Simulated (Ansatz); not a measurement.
`C=[CH][SnH3]` + H• → `C=[CH][SnH2]`• + H₂ at 600 K and 1 bar (hydrogen abstraction from the Sn–H bond).

Program: Ansatz. Geometries: PBE0-D4/def2-TZVP. ΔE: electronic, gas phase. CBS: MP2 limit from def2 TZ/QZ plus the TZ coupled-cluster correction, frozen cores. This one scheme is used for every species, atoms too. No spin–orbit coupling; open shells (•) take unrestricted orbitals. def2 core potentials past Kr. Bonds to Sn are less sure, by a few kJ/mol each and by 10 to 20 or more in all where they break to atoms, as the def2 sets lack core-valence functions.

| species | CCSD(T)/CBS energy (Eh) | H − E (kJ/mol) | S (J/(mol·K)) |
| --- | --- | --- | --- |
| `C=[CH][SnH3]` | -293.68430 | 212.6 | 389.5 |
| H• | -0.50000 | 12.5 | 129.3 |
| `C=[CH][SnH2]`• | -293.05500 | 187.3 | 382.6 |
| H₂ | -1.17544 | 43.9 | 150.8 |

H − E and S are ideal-gas, rigid-rotor, harmonic terms from PBE0-D4/def2-TZVP, for one conformer and one mirror image of each species, with the whole ground term of open shells counted as degenerate. The MP2-based limit puts H₂ 0.8 mEh under its directly extrapolated value; such offsets cancel only in part. 1 Eh = 2625.50 kJ/mol, R = 8.31446 J/(mol·K).

By hand: ΔE, ΔH, ΔS and ΔG.

ΔE = (-293.05500) + (-1.17544) − (-293.68430) − (-0.50000) = -0.04614 Eh = -121.1 kJ/mol. Δ(H − E) = 187.3 + 43.9 − 212.6 − 12.5 = 6.1, so ΔH = -115.0 kJ/mol. ΔS = 382.6 + 150.8 − 389.5 − 129.3 = 14.6 J/(mol·K). ΔG = -115.0 − 600 × (14.6)/1000 = -123.8 kJ/mol.

By hand: the equilibrium constant, and the temperature at which ΔG would vanish if ΔH and ΔS stayed fixed.

log₁₀ K = −ΔG/(RT ln 10) = 10.8. ΔH and −TΔS have one sign here, so there is no such temperature.

The number of gas molecules stays the same, so ΔS is small and ΔH decides. A doubt of 5 kJ/mol in ΔE shifts log₁₀ K by 0.4 here. Other conformers and mirror images would add mixing entropy, several J/(mol·K) or more a flexible species. These are equilibria of isolated gas molecules and say nothing of rates. Largest T1 diagnostic: 0.023 (customary marks: 0.02 for closed shells, 0.045 for open ones).
